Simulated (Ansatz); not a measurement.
Compare A (`N[CH]([SiH3])[InH2]`) with its isomer B (`C[SiH](N)[InH2]`).

Program: Ansatz. Geometries: PBE0-D4/def2-TZVP. ΔE: electronic, gas phase. CBS: MP2 limit from def2 TZ/QZ plus the TZ coupled-cluster correction, frozen cores. DFT in def2-TZVPP. B3LYP here is the variant with VWN-RPA as its local correlation; programs differ in this. Elements past krypton have def2 core potentials. For In outer-core shells are correlated without core-valence functions, which leaves a few kJ/mol of doubt a bond. Each species was taken in one conformer, which may not be the lowest.

A:

Z-matrix (Å, degrees):
```
C
Si 1 1.870
In 1 2.202 2 109.6
N 1 1.463 2 110.7 3 -130.0
H 1 1.098 2 105.1 3 112.6
H 2 1.490 1 109.0 3 -51.4
H 2 1.489 1 113.3 3 -173.6
H 2 1.493 1 109.4 3 66.3
H 3 1.738 1 114.3 2 -115.0
H 3 1.730 1 124.8 2 67.3
H 4 1.012 1 111.2 2 59.8
H 4 1.012 1 112.1 2 178.9
```

B:

Z-matrix (Å, degrees):
```
C
Si 1 1.874
H 1 1.093 2 110.6
H 1 1.094 2 110.5 3 119.2
H 1 1.092 2 111.4 3 -120.7
N 2 1.732 1 108.1 3 -178.5
In 2 2.577 1 114.1 3 62.0
H 2 1.504 1 106.0 3 -56.0
H 6 1.009 2 119.4 1 56.3
H 6 1.007 2 119.2 1 -163.2
H 7 1.738 2 121.4 1 145.6
H 7 1.735 2 123.2 1 -35.1
```

(1) Which is lower in electronic energy at CCSD(T)/CBS, and by how much? (Estimate.)

(2) Give E(B) − E(A) in kcal/mol with B3LYP, CCSD(T)/def2-TZVPP, CCSD(T)/def2-SVP, LDA (SPW92), PBE0-D4, PBE-D4, ωB97M-V. (Best estimate.)

(3) Does the order hold for the free energy at 298.15 K (harmonic terms from PBE0-D4)? (An estimate is asked.)

Largest T1 diagnostic: 0.013.

Results:

(1) Ansatz gave: B, by 44.2 kcal/mol.

(2) Ansatz gave: B3LYP -45.1, CCSD(T)/def2-TZVPP -43.7, CCSD(T)/def2-SVP -39.2, LDA (SPW92) -43.1, PBE0-D4 -45.3, PBE-D4 -43.4, ωB97M-V -45.2. None reverses the order clearly.

(3) Ansatz gave: Yes: G(B) − G(A) = -42.0 kcal/mol, for one conformer each.

Leaving LDA and LC-ωPBE aside and taking each functional with its dispersion term where it has one, the values, not all of them listed here, spread over 4.1 kcal/mol, from r2SCAN0-D4 to revPBE-D4. From BLYP to BHLYP (50 % exact exchange), in def2-TZVPP and without D4, E(B) − E(A) moves by −3.2 kcal/mol.
